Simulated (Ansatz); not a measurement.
Relaxation of ClFGaH3O2 (8 atoms, charge 0, multiplicity 1), to a largest force component of 0.03 eV/Å in at most 50 steps.

All numbers below come from Ansatz 0.2.0, RKS PBE0/def2-SVP.

```xyz
8
Properties=species:S:1:pos:R:3
Ga -0.658 0.269 0.199
Cl 0.773 1.757 -0.613
O -1.808 -0.505 -0.888
O -0.728 -0.005 1.937
H 2.208 -0.439 -0.751
F 1.924 -1.265 -0.492
H -1.668 -0.277 -1.813
H -0.043 0.465 2.422
```

Q: Where does it end, and by what steps?

A: The run converged. After 6 steps the energy has fallen by 0.276 eV; F6 moved furthest, 0.58 Å. Joined: Ga1–F6.

| step | energy less start (eV) | largest force component (eV/Å) | accepted |
| --- | --- | --- | --- |
| 0 | 0.0000 | 0.955 | yes |
| 1 | -0.1067 | 0.241 | yes |
| 2 | -0.1962 | 0.484 | yes |
| 3 | -0.2514 | 0.761 | yes |
| 4 | -0.2714 | 0.271 | yes |
| 5 | -0.2729 | 0.094 | yes |
| 6 | -0.2765 | 0.022 | yes |

```xyz
8
Properties=species:S:1:pos:R:3
Ga -0.416 0.106 0.139
Cl 0.895 1.707 -0.644
O -1.628 -0.585 -0.943
O -0.551 -0.081 1.890
H 1.812 -0.278 -0.640
F 1.399 -1.075 -0.340
H -1.562 -0.273 -1.852
H 0.052 0.478 2.390
```

Time of the run: 25 s on 2 threads of Intel(R) Xeon(R) Platinum 8175M CPU @ 2.50GHz (Skylake/Cascade Lake) (shared host), peak memory 0.26 GiB.
